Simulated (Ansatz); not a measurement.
Species: N-dibromoboranyl-N-methylmethanamine, C2H6BBr2N, charge 0, multiplicity 1. 
Structure (B3LYP-D3(BJ)/def2-TZVP (Ansatz, an electronic-structure program) minimum search):
```xyz
12

C     -2.1572     1.4595    -0.7408
N     -1.5746     0.2879    -0.0941
C     -2.6033    -0.5891     0.4562
B     -0.2141     0.0391    -0.0128
Br     0.4989    -1.5451     0.8650
Br     1.1079     1.2513    -0.7689
H     -2.7498     2.0273    -0.0184
H     -2.8192     1.1460    -1.5526
H     -1.3834     2.1021    -1.1450
H     -2.1580    -1.4547     0.9332
H     -3.2011    -0.0453     1.1926
H     -3.2705    -0.9266    -0.3416
```

Total electronic energies in hartree. Valence correlation only, unless marked. Spin-orbit coupling is left out. The frozen core is the preceding noble-gas configuration, with the filled d and f shells of earlier blocks. No relativistic terms. Basis-set limits of correlation are two-point, X^-3; Hartree-Fock from the larger set. [CCSD(T)-MP2]/basis is that difference in the basis named.

| level | program | energy (Eh) |
|---|---|---|
| HF/6-31G | Ansatz | -5302.50309 |
| HF/aug-cc-pVTZ | Ansatz | -5303.45559 |
| PBE-D3(BJ)/def2-TZVPD | Ansatz + dftd3 | -5306.92878 |
| PBE-D4/def2-TZVPD | Ansatz + dftd4 | -5306.92899 |
| revPBE-D3(BJ)/def2-TZVPD | Ansatz + dftd3 | -5307.44262 |
| PBE0/def2-TZVP | Ansatz | -5307.11750 |
| PBE0/def2-QZVPP | Ansatz | -5307.23349 |
| BHLYP-D4/def2-TZVPD | Ansatz + dftd4 | -5307.81119 |
| r2SCANh-D4/def2-TZVPD | Ansatz + dftd4 | -5307.77983 |
| HSE06/def2-TZVPD | Ansatz | -5307.11850 |
| wB97X/def2-TZVPD | Ansatz | -5307.92794 |
| B2GP-PLYP/def2-TZVPD | Ansatz | -5306.60216 |
| B2PLYP-D4/def2-TZVPD | Ansatz + dftd4 | -5306.93478 |
| PBE-QIDH/def2-TZVPD | Ansatz | -5306.39607 |
| RPA@PBE/cc-pVQZ | Ansatz | -5305.16707 |
| MP2/aug-cc-pVDZ | Ansatz | -5304.08026 |
| MP2/cc-pVQZ | Ansatz | -5304.53257 |
| RI-MP2/CBS(cc-pVTZ,cc-pVQZ) | Ansatz | -5304.5895 |
| CCSD(T)/6-31G | Ansatz | -5302.99429 |
| CCSD(T)/cc-pVDZ | Ansatz | -5304.11182 |
| CCSD(T)/cc-pVQZ | Ansatz | -5304.62766 |
| RI-MP2/CBS(aug-cc-pVTZ,aug-cc-pVQZ)+[CCSD(T)-MP2]/aug-cc-pVTZ | Ansatz | -5304.6911 |
| CCSD(T)/CBS(cc-pVTZ,cc-pVQZ) | Ansatz | -5304.6824 |

Totals of different functionals don't rank their quality; only differences between species are comparable.
